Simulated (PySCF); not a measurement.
Sc(OH)3 (H3O3Sc), SMILES [OH][Sc]([OH])[OH].

Coordinates come from a B3LYP-D3(BJ)/def2-SVP optimisation. The values are those of a single conformer.

The numbers are results of B3LYP-D3(BJ)/def2-SVP in PySCF, not measurements.

Frequencies are harmonic and unscaled.

Modes within 1.5 cm⁻¹ of each other (mostly degenerate sets) share a row, with their intensities summed.

| mode | ν (cm⁻¹) | IR (km/mol) | moving atoms (share of kinetic energy) |
|---|---|---|---|
| 1 | 95 | 5.8 | Sc 48 %, O 30 %, H 22 % |
| 2–3 | 162 | 52.8 | O 56 %, H 31 %, Sc 13 % |
| 4 | 250 | 0.0 | H 87 %, O 13 % |
| 5–6 | 310 | 436.7 | H 66 %, O 33 % |
| 7–8 | 391 | 0.0 | H 88 %, O 12 % |
| 9 | 422 | 505.6 | H 75 %, O 20 % |
| 10 | 667 | 0.0 | O 93 % |
| 11–12 | 756 | 518.6 | O 55 %, Sc 39 % |
| 13–14 | 3926 | 365.4 | H 94 % |
| 15 | 3929 | 0.0 | H 94 % |
